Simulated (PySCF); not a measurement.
# Electronic absorption of C2H7BO2

Species: C2H7BO2.
Z-matrix (Å and degrees, PBE0-D3(BJ)/def2-SVP geometry), rows numbered from 1:
```
C 
O   1  1.3985
B   2  1.3496  1  122.29
O   3  1.3497  2  117.61  1   179.64
C   4  1.3984  3  122.30  2   179.59
H   1  1.1017  2  109.84  3   120.13
H   1  1.1018  2  109.75  3  -121.29
H   1  1.1036  2  112.14  3    -0.63
H   3  1.2179  2  121.21  1    -0.32
H   5  1.1018  4  109.86  3   119.53
H   5  1.1036  4  112.15  3    -1.24
H   5  1.1017  4  109.72  3  -121.90
```

The calculation used PySCF, TDDFT B3LYP/def2-SVPD, vertical, gas phase, core orbitals frozen in the response.

**Question.** Predict the UV-vis stick spectrum at this level.

**Answer.** 

| state | λ (nm) | E (eV) | f | \|μ\| (D) | main configurations (H = HOMO, L = LUMO) |
| --- | --- | --- | --- | --- | --- |
| S1 | 165.6 | 7.49 | 0.0000 | 0.01 | H→L+1 (97%) |
| S2 | 164.4 | 7.54 | 0.017 | 0.77 | H-1→L (96%) |
| S3 | 163.4 | 7.59 | 0.186 | 2.54 | H→L (95%) |
| S4 | 157.6 | 7.87 | 0.029 | 0.99 | H→L+2 (96%) |
| S5 | 152.6 | 8.13 | 0.0082 | 0.51 | H-1→L+1 (97%) |
| S6 | 150.3 | 8.25 | 0.0000 | 0.02 | H-2→L (89%), H→L+3 (9%) |
| S7 | 149.0 | 8.32 | 0.0000 | 0.01 | H→L+3 (87%), H-2→L (9%) |
| S8 | 147.2 | 8.43 | 0.0051 | 0.40 | H-1→L+2 (83%), H-2→L+1 (16%) |
| S9 | 142.8 | 8.68 | 0.0000 | 0.01 | H→L+4 (96%) |
| S10 | 140.6 | 8.82 | 0.041 | 1.11 | H-2→L+1 (79%), H-1→L+2 (16%) |

Triplets (Tamm–Dancoff): T1 6.59 eV, H→L (96%); T2 7.12 eV, H-1→L (95%); T3 7.41 eV, H→L+1 (95%); T4 7.75 eV, H→L+2 (93%).

The lowest singlet lies at 7.49 eV (166 nm, vacuum ultraviolet) and is dark (f under 0.0005); its leading configuration is HOMO→LUMO+1 (97%). The strongest level in the table is S3 at 7.59 eV (163 nm, f = 0.186). Löwdin shares by element: HOMO oxygen 64%, carbon 16% (atoms not listed hold the other 20%); LUMO oxygen 40%, boron 36%, hydrogen 14% or more. Weighted by f, the mean energy of these states is 7.82 eV. Orbital energies (eV): HOMO-3 -9.36, HOMO-2 -9.16, HOMO-1 -8.51, HOMO -7.95, LUMO 0.37, LUMO+1 0.43, LUMO+2 0.76. Of the 10 states listed, 4 reach f = 0.01 and 4 stay under 0.0005. All these states lie below the vertical ionisation energy of 10.22 eV (ΔSCF). Singlets were solved by full linear response, triplets in the Tamm–Dancoff approximation.

On one thread of an Arm Neoverse V1, shared host with 32 logical CPUs at a one-minute load of 11, this took 41 s of wall time (with the writing of density and orbital grids) and 0.68 GiB of memory at its peak.

One conformer stands for the species.
